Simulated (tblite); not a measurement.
C₃H₉NOSi₂.
Geometry (GFN2-xTB, Å), atoms numbered from 1 in this order:
```
atom  x, y, z in Å
O1     0.1704    2.3505    0.7485
Si2   -0.2076    1.2078   -0.3442
C3    -1.9394    0.4245   -0.2846
C4    -1.6359   -1.0318   -0.0793
C5    -0.3520   -1.3477    0.0290
N6     0.5918   -0.3235   -0.0397
Si7    2.2993   -0.5862    0.0620
H8     0.0799    2.1928    1.6857
H9     0.2261    1.8394   -1.5798
H10   -2.5692    0.8042    0.5237
H11   -2.5071    0.5672   -1.2045
H12   -2.4283   -1.7584   -0.0193
H13    0.0213   -2.3473    0.1831
H14    2.8407    0.3612    1.0397
H15    2.4790   -1.9655    0.5171
H16    2.9233   -0.3783   -1.2488
```

Computed with GFN2-xTB (tblite): harmonic, unscaled wavenumbers at the GFN2-xTB geometry, gas phase. The method is semi-empirical: single wavenumbers can be off by several per cent or more. Modes of hydrogen on silicon can be 10 to 20 % off. One conformer, not necessarily the lowest. The optimisation stopped once no atom felt more than 0.01 eV/Å.

Lowest wavenumbers of the output (negative numbers stand for imaginary wavenumbers):
```
mode    cm-1
  1     -44.7
  2      77.5
  3     132.9
  4     157.0
  5     217.2
  6     252.1
  7     293.3
  8     370.5
  9     416.2
 10     546.4
 11     570.5
 12     594.0
 13     596.7
 14     661.1
 15     685.0
```

Problem. Is this structure a minimum?

Solution. Not by this Hessian. 1 mode is imaginary beyond 20i (45i cm⁻¹), so at this level the point lies at or near a first-order saddle. The curvature is small, so loose convergence or finite differences may be the whole cause.

Problem. Which atoms move in the imaginary mode?

Solution. 45i: H16 (Si–H hydrogen) 33 %, H14 (Si–H hydrogen) 31 %, H15 (Si–H hydrogen) 26 %. These are shares of the mass-weighted motion.

Problem. What is the remedy?

Solution. Step along that mode in both directions, optimise again with tighter thresholds and repeat the frequencies. The zero-point energy of this point (69.8 kcal/mol) counts the 41 real modes alone, and thermal corrections from it aren't those of a minimum.
